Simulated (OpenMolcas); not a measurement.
Fe⁵⁺: effect of the basis set

| Property | Result |
| --- | --- |
| Program | OpenMolcas 26.06 |
| Method | CASSCF |
| Active space | 3 electrons in 10 orbitals (3d 4d) |
| State averaging | 2S+1 = 4 even, 10 roots; 2S+1 = 2 even, 40 roots |
| Spin-orbit coupling | RASSI with atomic mean-field integrals over the reference wave functions, term energies averaged over their components |

A. ANO-RCC-VTZP [6s5p3d2f1g], DKH2, point nucleus; cost about 21 core-seconds
B. ANO-R2 [6s5p4d2f1g], X2C, finite nucleus; cost about 28 core-seconds
C. ANO-RCC-VQZP [7s6p4d3f2g1h], DKH2, point nucleus; cost of the order of 26 core-seconds

Energies in cm⁻¹ above 3d³ ⁴F_3/2, the measured ground level; measured values from Corliss and Sugar, J. Phys. Chem. Ref. Data 11, 135 (1982).

| Level | A | B | C | Measured |
| --- | --- | --- | --- | --- |
| 3d³ ⁴F_3/2 | 0.0 | 0.0 | 0.0 | 0.0 |
| 3d³ ⁴F_5/2 | 541 | 515 | 519 | 511 |
| 3d³ ⁴F_7/2 | 1273 | 1212 | 1221 | 1188 |
| 3d³ ⁴F_9/2 | 2172 | 2071 | 2086 | 2001 |
| 3d³ ⁴P_1/2 | 22954 | 22807 | 22806 | 18738 |
| 3d³ ⁴P_3/2 | 23157 | 23004 | 23005 | 18942 |
| 3d³ ²G_7/2 | 23506 | 23363 | 23356 | 20616 |
| 3d³ ⁴P_5/2 | 23840 | 23650 | 23656 | 19611 |
| 3d³ ²G_9/2 | 24241 | 24070 | 24065 | 21315 |
| 3d³ ²P_1/2 | 31077 | 30859 | 30867 | 26496 |
| 3d³ ²H_9/2 | 31089 | 30875 | 30879 | 28724 |
| 3d³ ²P_3/2 | 31136 | 30932 | 30939 | 26215 |
| 3d³ ²H_11/2 | 31636 | 31404 | 31410 | 29203 |
| 3d³ ²D_3/2(1) | 34058 | 33795 | 33804 | 28628 |
| 3d³ ²D_5/2(1) | 34334 | 34079 | 34087 | 28484 |
| 3d³ ²F_7/2 | 53310 | 52940 | 52979 | 46217 |
| 3d³ ²F_5/2 | 53624 | 53243 | 53283 | 46604 |
| 3d³ ²D_5/2(2) | 82476 | 82069 | 82116 | 71708 |
| 3d³ ²D_3/2(2) | 82814 | 82397 | 82445 | 72049 |

Deviations, from unrounded energies. A percentage is the sum of absolute deviations over the sum of measured energies, with the sign that they share, or ± where signs differ.

```json
{"Against measurement": "mean absolute deviation (cm-1)", "Levels": "18", "A": "4400", "B": "4200", "C": "4200"}
{"Against measurement": "fine structure of the ground term (%)", "Levels": "3", "A": "+7.7", "B": "+2.7", "C": "+3.4"}
{"Against measurement": "other terms of the ground configuration (%)", "Levels": "15", "A": "+15.8", "B": "+15.1", "C": "+15.1"}
```

B, C lie about equally close to measurement and A furthest from it. The largest miss of B in the table is 3d³ ²D_5/2(2), by +10000 cm-1. The ranking rests on the paired levels alone, and a cruder setting can come out closer through cancelling errors.

Among A to C the level of the table that moves most is 3d³ ²D_3/2(2), by 420 cm-1 (lowest in B, highest in A).

Without dynamic correlation excited terms often stand tens of per cent too high (terms of higher spin than the ground term too low), and those without a measured partner can miss by more than the paired ones. Active for correlation alone: 4d; no level in the range computed is led by a configuration that fills it, so any true level of that kind is missing. Computed and measured levels are paired by configuration, term and J; levels that our copy of the source lacks, or whose pairing is in doubt (as where it misses far off the trend of its configuration), stay unpaired and out of the deviations. Levels of configurations outside the active space are missing.

A number in round brackets counts repeated terms of one configuration in the order of the reference energies.
